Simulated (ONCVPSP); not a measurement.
# Reading a pseudo-wave (nickel)

Columns: radius, all-electron u(r) and pseudo u(r) of the 3d shell (level -8.78 eV) of nickel in the configuration [Ne] 3s2 3p6 3d8 4s2; BLYP, scalar-relativistic, ONCV scheme, ONCVPSP 4.0.1.

| r (bohr) | all-electron | pseudo |
| --- | --- | --- |
| 0.075 | 0.0489 | 0.0060 |
| 0.150 | 0.2175 | 0.0449 |
| 0.225 | 0.4335 | 0.1386 |
| 0.300 | 0.6332 | 0.2903 |
| 0.375 | 0.7882 | 0.4843 |
| 0.450 | 0.8938 | 0.6912 |
| 0.525 | 0.9545 | 0.8772 |
| 0.600 | 0.9791 | 1.0155 |
| 0.675 | 0.9766 | 1.0907 |
| 0.750 | 0.9556 | 1.1036 |
| 0.825 | 0.9226 | 1.0668 |
| 0.900 | 0.8825 | 0.9987 |
| 0.975 | 0.8384 | 0.9182 |
| 1.050 | 0.7928 | 0.8392 |
| 1.125 | 0.7472 | 0.7694 |
| 1.200 | 0.7025 | 0.7107 |
| 1.275 | 0.6593 | 0.6613 |
| 1.350 | 0.6180 | 0.6182 |
| 1.425 | 0.5788 | 0.5787 |
| 1.500 | 0.5418 | 0.5418 |
| 1.575 | 0.5070 | 0.5069 |
| 1.650 | 0.4743 | 0.4743 |
| 1.725 | 0.4437 | 0.4437 |
| 1.800 | 0.4151 | 0.4150 |
| 1.875 | 0.3883 | 0.3883 |
| 1.950 | 0.3633 | 0.3633 |

How many radial nodes do the two functions have?

The all-electron 3d function has n − l − 1 = 0; the pseudo-wave has 0.

At about which radius was the pseudo-wave matched?

1.45 bohr. The columns agree to 0.0005 from 1.35 bohr on; several derivatives are matched, so the curves merge somewhat inside the radius.

Is the pseudo-wave norm-conserving?

Yes: the ONCV scheme keeps the norm inside the radius equal to the all-electron one, which fixes the energy derivative of the logarithmic derivative at the level.
